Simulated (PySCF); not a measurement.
HfF₄, SMILES [F][Hf]([F])([F])[F], multiplicity 1. Atoms are numbered in the order given.

```xyz
5

Hf     0.0000     0.0000     0.0000
F     -1.0991     1.0991    -1.0991
F      1.0991     1.0991     1.0991
F      1.0991    -1.0991    -1.0991
F     -1.0991    -1.0991     1.0991
```
Charge 0, spin multiplicity 1.

Coordinates come from a PBE0-D3(BJ)/def2-SVP optimisation. The multiplicity is an assumed one; other spin states were not compared. The isomer is the one that the SMILES or the coordinates give; other isomers of the formula were not compared. The def2 effective core potentials stand for the cores of Hf; spin–orbit coupling is left out.

Method: PySCF with HF/def2-TZVP.

Symmetry labels are those of the subgroup D2 that the program uses (full group Td).

Computed valence orbital energies around the gap with their symmetry:
```json
[
 {"orbital": "HOMO−7", "symmetry": "A", "energy (eV)": "-18.50"},
 {"orbital": "HOMO−6", "symmetry": "A", "energy (eV)": "-18.50"},
 {"orbital": "HOMO−5", "symmetry": "B1", "energy (eV)": "-17.61"},
 {"orbital": "HOMO−4", "symmetry": "B2", "energy (eV)": "-17.61"},
 {"orbital": "HOMO−3", "symmetry": "B3", "energy (eV)": "-17.61"},
 {"orbital": "HOMO−2", "symmetry": "B1", "energy (eV)": "-17.57"},
 {"orbital": "HOMO−1", "symmetry": "B2", "energy (eV)": "-17.57"},
 {"orbital": "HOMO", "symmetry": "B3", "energy (eV)": "-17.57"},
 {"orbital": "LUMO", "symmetry": "A", "energy (eV)": "1.26"},
 {"orbital": "LUMO+1", "symmetry": "B1", "energy (eV)": "3.26"},
 {"orbital": "LUMO+2", "symmetry": "B2", "energy (eV)": "3.26"},
 {"orbital": "LUMO+3", "symmetry": "B3", "energy (eV)": "3.26"}
]
```
